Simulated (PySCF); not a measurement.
Stepwise substitution at one centre (B NH2-H). Gas-phase values, no solvent. Strings in code marks are SMILES.

All values below come from M06-2X/def2-TZVP // B3LYP-D3(BJ)/def2-TZVP (PySCF 2.14.0). Delta-SCF ions had no search for a lower state. Excitations are Tamm–Dancoff values on a coarser integration grid. The basis has no diffuse functions, so Rydberg states are missing or too high.

| species | S1 excitation (TDA) (eV) | vertical ionisation energy (Delta-SCF) (eV) |
|---|---|---|
| 0 of 3 NH2 replaced by H | ? | 9.24 |
| 1 of 3 NH2 replaced by H (`NBN`) | 6.68 | 9.56 |
| 2 of 3 NH2 replaced by H (`BN`) | 7.24 | 11.39 |
| 3 of 3 NH2 replaced by H (`B`) | – | 13.16 |

### Question
Fill in the missing entries.

### Answer

- 0 of 3 NH2 replaced by H, S1 excitation (TDA) (eV): 6.31
